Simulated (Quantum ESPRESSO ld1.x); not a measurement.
Task: The rhodium ion Rh30+, configuration [Ne] 3s2 3p3. Calculated with ld1.x of Quantum ESPRESSO 7.5: scalar-relativistic Kohn-Sham, LDA (Slater exchange, Perdew-Wang correlation), spin-polarised, spherical densities, point nucleus; open shells are filled with parallel spins first. Some entries of the table are withheld. Estimate them.

orbital,occ.,eigenvalue (hartree),<1/r> (bohr^-1),<r> (bohr)
1s up,1,-903.034,47.00,0.03266
1s down,1,-902.811,47.01,0.03265
2s up,1,-177.920,10.78,(1)
2s down,1,-177.715,10.78,(2)
2p up,3,-165.806,10.43,(3)
2p down,3,-165.560,10.43,(4)
3s up,1,(5),4.291,0.3456
3s down,1,(6),4.279,0.3464
3p up,3,-63.7084,4.153,0.3354
3p down,0,-63.0462,4.145,0.3361

Result: 
(1) 2s up <r> (bohr): 0.1403
(2) 2s down <r> (bohr): 0.1402
(3) 2p up <r> (bohr): 0.1220
(4) 2p down <r> (bohr): 0.1219
(5) 3s up eigenvalue (hartree): -67.5679
(6) 3s down eigenvalue (hartree): -66.9111
